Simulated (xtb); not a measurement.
W(O)2(NH2)2 (H4N2O2W), SMILES [NH2][W]([NH2])(=[O])=[O], multiplicity 1. All values are semi-empirical tight-binding results from xtb (GFN2-xTB unless named), good for trends rather than for accurate numbers. Geometry optimised at GFN2-xTB. The spin state was assumed, not searched. The structure was generated by enumeration; whether it is a known compound was not checked. The values are those of a single conformer.

For metal compounds this method's bond lengths and energies can be far off.

```
Quantity                                       Value
-------------------------------------  -------------
point group as xtb finds it                      C2v
orbital gap                                  4.29 eV
zero-point energy                      31.6 kcal/mol
G − E(el) at 298.15 K (modified RRHO)  11.4 kcal/mol
```
